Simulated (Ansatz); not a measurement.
CH$_{8}$GeS, closed shell: at the start structure of a reaction step.

Input (in.yaml):

```yaml
crystal:
  periodic: [false, false, false]
  atoms:
    - {symbol: Ge, position_ang: [-0.641984, -0.722766, -0.206890]}
    - {symbol: S, position_ang: [1.441786, -1.522590, -0.145233]}
    - {symbol: H, position_ang: [-1.535024, -1.691726, -1.004819]}
    - {symbol: H, position_ang: [-1.181999, -0.605164, 1.230396]}
    - {symbol: C, position_ang: [-0.506815, 1.012718, -1.074068]}
    - {symbol: H, position_ang: [1.491472, 0.764699, 2.013686]}
    - {symbol: H, position_ang: [1.260714, 1.370275, 2.386838]}
    - {symbol: H, position_ang: [1.118004, -2.642708, 0.520789]}
    - {symbol: H, position_ang: [-1.495277, 1.467095, -1.154974]}
    - {symbol: H, position_ang: [0.137858, 1.670808, -0.491110]}
    - {symbol: H, position_ang: [-0.088533, 0.899261, -2.074614]}
basis:
  gaussian: {orbitals: def2-TZVPP}
correlation: {method: ccsd_t}
```

Run by:

```bash
ansatz run in.yaml --threads 4 --pin off --events-out ev --progress --plain --max-ram 9574MiB
```

The run's output (Ansatz 0.2.0):

```
Functional definition: HF
  name "HF"
  cite "Fock, Z. Phys. 61, 126 (1930) doi:10.1007/BF01340294"
  parent pbe
  exchange = exact_x
  correlation = 0
1338 factors; integrals over basis functions are off by at most 1.1e-3 eV
mean field evaluation 1: about -68446.4848 eV, gradient 2.7e1 eV
mean field evaluation 2: about -68446.6112 eV, gradient 2.7e1 eV
mean field evaluation 4: about -68448.8334 eV, gradient 3.3e0 eV
mean field evaluation 8: about -68448.8705 eV, gradient 2.4e-1 eV
mean field evaluation 16: about -68446.4851 eV, gradient 2.7e1 eV
mean field -68448.87090239 eV, -2515.4496093517 hartree, gradient 2.6e-6 eV, S^2 0.000000; 0 other end points of the search recorded, 0 dependent functions left out
15 core orbitals not correlated: weight in the atoms' cores, before any rotation towards them, 1.000 or more for the frozen orbitals, at most 0.000 for the correlated occupied ones
reference -68448.87090239 eV, -2515.4496093517 hartree; 16, 16 occupied and 202, 202 virtual orbitals, 1338 factors
second order -17.86890867 eV of doubles, -0.00000000 eV of singles
cycle   1  -18.53926933 eV  change   -6.7e-1 eV  update   9.4e-2
cycle   2  -19.11445542 eV  change   -5.8e-1 eV  update   2.8e-2
cycle   3  -19.17833619 eV  change   -6.4e-2 eV  update   1.1e-2
cycle   4  -19.17504962 eV  change    3.3e-3 eV  update   2.5e-3
cycle   5  -19.17438895 eV  change    6.6e-4 eV  update   8.0e-4
cycle   6  -19.17410075 eV  change    2.9e-4 eV  update   2.5e-4
cycle   7  -19.17408591 eV  change    1.5e-5 eV  update   7.6e-5
cycle   8  -19.17410208 eV  change   -1.6e-5 eV  update   2.5e-5
perturbative correction -0.70727982 eV, -0.0259920540 hartree
Total energy: -68468.75228429 eV, -2516.1802366605 hartree
```

The lines “mean field evaluation” count trial sets of orbitals through the whole run, from several starts and some on an approximate energy, so they need not fall steadily or lie above the final value.

The run took 79 s on 4 CPU threads of an Arm Neoverse V2 (shared host), with 4 GiB of host memory at its peak.
